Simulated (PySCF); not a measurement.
Electron correlation in Be (beryllium, neutral)

[He] 2s2, closed-shell 1S. Computed with PySCF 2.14 in x2c-SVPall (3s2p, 9 functions), with the spin-free X2C one-electron Hamiltonian (Gaussian nucleus). Frozen: 1s2; 2 electrons correlated.

Total MP2 correlation energy: -22.03 mhartree.

Same-spin part 0.00 and opposite-spin part -22.03 mhartree; SCS-MP2 scales them by 1/3 and 6/5 to -26.43 mhartree.

With two correlated electrons CCSD is exact within the correlated space (frozen core and kept virtual orbitals).

```tsv
level	correlation energy (mhartree)
CCSD	-44.19
```

Diagnostics: T1 = 0.019, D1 = 0.0273, largest double amplitude 0.161.

Problem. Is a single reference adequate?

Solution. Not fully. A double-excitation amplitude exceeds 0.15, a sign of near-degeneracy.
